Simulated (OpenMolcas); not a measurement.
V2+ (d3) among equal point charges was computed by CASSCF with the d shell active (OpenMolcas, ANO-RCC-VDZP on the metal). Its lowest spin-free states, and all those of the highest spin:

```tsv
2S+1	Degeneracy	E (cm-1)
4	3	0.0
4	3	3568
4	1	8164
2	2	12433
2	3	14984
2	3	15595
4	3	17179
2	1	18387
2	3	19368
2	3	20881
2	3	21983
2	2	23588
```

Q: Is the site octahedral, tetrahedral or cube-like, axial, or of lower symmetry?

A: The states with 2S+1 = 4 have orbital degeneracies 3, 3, 1, 3. Threefold states need a cubic site. For d3 at this spin an octahedron puts the single A2 below the threefold T2 and a tetrahedron or cube puts the threefold T1 below the threefold T2, so the site is a tetrahedron or a cube, which this pattern cannot tell apart. The run had V2+ among 8 point charges of -1.6 e arranged as a cube (Oh), 2.24 Å from the ion.

An orbital triplet at a regular site is open to Jahn-Teller coupling, which can distort the site and quench the lowest spin-orbit gaps and is left out. Without dynamic correlation the repulsion within the d shell is too large (B by tens of per cent), so at a given field states of lower spin stand too high. Point charges carry no covalency, so the field is a model and not that of real ligands. No measured value stands beside these numbers.
